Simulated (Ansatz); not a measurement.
Stepwise reaction of `S[SiH2]S` with hydrogen fluoride, as a gas-phase model of exchange steps in deposition or etching. ΔE in kJ/mol; ΔG adds harmonic PBE0-D4 terms to CCSD(T)/CBS, at 1 bar.

Isolated molecules relaxed with PBE0-D4/def2-TZVP in Ansatz; ΔE leaves out vibrations. CCSD(T)/CBS is the MP2 limit (def2-TZVPP, def2-QZVPP) plus CCSD(T) − MP2 in def2-TZVPP, frozen cores. This one scheme is used for every species. DFT in def2-TZVPP. B3LYP here is the variant with VWN-RPA as its local correlation; programs differ in this. One conformer a species, not always the lowest.

| step | reaction | PBE-D4 | B3LYP-D4 | ωB97M-V | CCSD(T)/CBS | ΔG(500 K) |
| --- | --- | --- | --- | --- | --- | --- |
| 1 | `S[SiH2]S` + H–F → `F[SiH](S)S` + H₂ | -117.9 | -125.1 | -125.7 | -120.5 | -118.1 |
| 2 | `F[SiH](S)S` + H–F → `F[Si](F)(S)S` + H₂ | -123.0 | -131.3 | -131.9 | -126.8 | -124.7 |

**Question.** By hand: ΔE of the 2 steps together at CCSD(T)/CBS.

**Answer.** (-120.5) + (-126.8) = -247.3 kJ/mol, or -123.7 kJ/mol a step.

In ΔE each step is lower than the one before. All are downhill at CCSD(T)/CBS. ΔG lies between -124.7 and -118.1 kJ/mol a step. PBE-D4 differs from CCSD(T)/CBS by 2.6 to 3.8 kJ/mol a step. Isolated molecules leave out the surface, adducts and barriers. Largest T1 diagnostic: 0.012.
